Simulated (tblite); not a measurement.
C4H9GeNO2.
Atom-mapped SMILES: `[CH:1]#[C:2][Ge@H:3]([NH2:4])[O:5][CH2:6][CH2:7][OH:8]` (hydrogens: H9 on C1; H10 on Ge3; H11, H12 on N4; H13, H14 on C6; H15, H16 on C7; H17 on O8)

Computed with GFN2-xTB (tblite), gas phase: L-BFGS steps from a force-field or distance-geometry start until the largest atomic force falls under 0.01 eV/Å.

Step 158: E = -709.3003 eV
```
atom  x, y, z in Å  |  force x, y, z in eV/Å
C1      2.0482    2.2006    0.9910   -0.022  -0.059   0.004
C2      1.7773    1.0843    0.6339    0.037   0.081   0.031
Ge3     1.3447   -0.7288    0.1261   -0.053  -0.020   0.049
N4      1.0175   -1.0483   -1.6309    0.006  -0.012  -0.038
O5      0.0273   -1.3576    1.1180    0.004  -0.006  -0.041
C6     -1.3350   -1.1610    0.8949    0.029  -0.006   0.030
C7     -1.6975    0.3187    0.7968    0.003  -0.025   0.013
O8     -1.0061    0.8388   -0.3175   -0.013   0.088  -0.013
H9      2.2993    3.1708    1.3184   -0.011  -0.010  -0.035
H10     2.4518   -1.6250    0.5993   -0.014   0.028  -0.008
H11     1.6521   -0.6192   -2.2889   -0.026  -0.023   0.020
H12     0.0708   -0.8404   -1.9206    0.039   0.042  -0.002
H13    -1.6533   -1.6561   -0.0308    0.015   0.002   0.016
H14    -1.8680   -1.6070    1.7414   -0.026  -0.016  -0.011
H15    -2.7837    0.4182    0.6562    0.044   0.040   0.039
H16    -1.3889    0.8246    1.7197   -0.020  -0.021  -0.051
H17    -0.9637    1.7993   -0.2572    0.007  -0.084  -0.003
```

Step 159: E = -709.3016 eV
```
atom  x, y, z in Å  |  force x, y, z in eV/Å
C1      2.0323    2.2017    0.9871   -0.005  -0.020   0.019
C2      1.7746    1.0812    0.6347    0.010   0.033   0.016
Ge3     1.3425   -0.7336    0.1252   -0.053   0.019   0.043
N4      1.0190   -1.0456   -1.6340    0.007  -0.013  -0.040
O5      0.0226   -1.3639    1.1138    0.032  -0.009  -0.039
C6     -1.3398   -1.1614    0.8959    0.038  -0.031   0.042
C7     -1.6934    0.3199    0.7970   -0.007  -0.026   0.019
O8     -1.0021    0.8353   -0.3194   -0.007   0.079  -0.006
H9      2.2774    3.1746    1.3124   -0.012  -0.017  -0.037
H10     2.4537   -1.6240    0.5977   -0.017   0.008  -0.002
H11     1.6581   -0.6206   -2.2909   -0.047  -0.029   0.038
H12     0.0732   -0.8312   -1.9227    0.054   0.040  -0.011
H13    -1.6634   -1.6601   -0.0261    0.009   0.017   0.010
H14    -1.8707   -1.6033    1.7465   -0.023  -0.008  -0.018
H15    -2.7790    0.4271    0.6590    0.034   0.037   0.035
H16    -1.3801    0.8228    1.7200   -0.015  -0.017  -0.059
H17    -0.9318    1.7930   -0.2462    0.003  -0.064  -0.010
```

Step 160: E = -709.3028 eV
```
atom  x, y, z in Å  |  force x, y, z in eV/Å
C1      2.0204    2.2013    0.9847    0.002   0.009   0.023
C2      1.7749    1.0777    0.6347   -0.025  -0.017   0.002
Ge3     1.3400   -0.7376    0.1243   -0.037   0.047   0.023
N4      1.0209   -1.0434   -1.6377    0.000  -0.011  -0.027
O5      0.0188   -1.3691    1.1092    0.044  -0.011  -0.026
C6     -1.3441   -1.1623    0.8983    0.038  -0.043   0.031
C7     -1.6915    0.3202    0.7971   -0.008  -0.026   0.021
O8     -1.0015    0.8325   -0.3213    0.004   0.042  -0.013
H9      2.2581    3.1769    1.3055   -0.003  -0.002  -0.027
H10     2.4552   -1.6225    0.5960   -0.023  -0.011   0.002
H11     1.6669   -0.6248   -2.2922   -0.049  -0.029   0.045
H12     0.0784   -0.8156   -1.9272    0.055   0.034  -0.017
H13    -1.6737   -1.6646   -0.0193    0.007   0.027   0.001
H14    -1.8726   -1.5999    1.7526   -0.019  -0.004  -0.012
H15    -2.7760    0.4348    0.6634    0.007   0.025   0.021
H16    -1.3752    0.8223    1.7183    0.006  -0.006  -0.035
H17    -0.9060    1.7861   -0.2366    0.001  -0.023  -0.011
```

Q: Estimate the geometry and energy of step 161. (The exact step hangs on the optimiser's Hessian estimate; all steps are aligned on step 160, rigid shifts and turns removed.)

A: E = -709.3035 eV, largest force 0.065 eV/Å
```
atom  x, y, z in Å  |  force x, y, z in eV/Å
C1      2.0109    2.2005    0.9832    0.005   0.038   0.023
C2      1.7745    1.0748    0.6347   -0.045  -0.046  -0.008
Ge3     1.3377   -0.7401    0.1228   -0.017   0.052   0.001
N4      1.0233   -1.0432   -1.6413   -0.006  -0.012   0.002
O5      0.0168   -1.3721    1.1053    0.037  -0.020  -0.004
C6     -1.3467   -1.1633    0.9012    0.027  -0.028   0.015
C7     -1.6907    0.3201    0.7978   -0.002  -0.012   0.010
O8     -1.0007    0.8311   -0.3216    0.004   0.028  -0.013
H9      2.2417    3.1790    1.2997    0.004   0.004  -0.019
H10     2.4544   -1.6228    0.5938   -0.025  -0.021   0.006
H11     1.6741   -0.6283   -2.2927   -0.026  -0.022   0.034
H12     0.0847   -0.8042   -1.9332    0.033   0.030  -0.022
H13    -1.6808   -1.6671   -0.0135    0.001   0.023  -0.012
H14    -1.8740   -1.5974    1.7581   -0.006  -0.003  -0.010
H15    -2.7746    0.4415    0.6673    0.000   0.007   0.009
H16    -1.3721    0.8216    1.7173    0.023   0.007  -0.005
H17    -0.8856    1.7818   -0.2290   -0.007  -0.024  -0.008
```

The energy changes by -0.0007 eV. The first-order estimate −F·Δx gives -0.0010 eV and the mean of the old and new forces, exact on a quadratic surface, -0.0007 eV. The step makes an angle of 81° with the force vector and moves no atom by more than 0.022 Å.

What follows is the cost of the whole relaxation. Time: 2.4 s wall. Hardware: one thread of an Arm Neoverse N1, shared host with 64 logical CPUs at a one-minute load of 61.
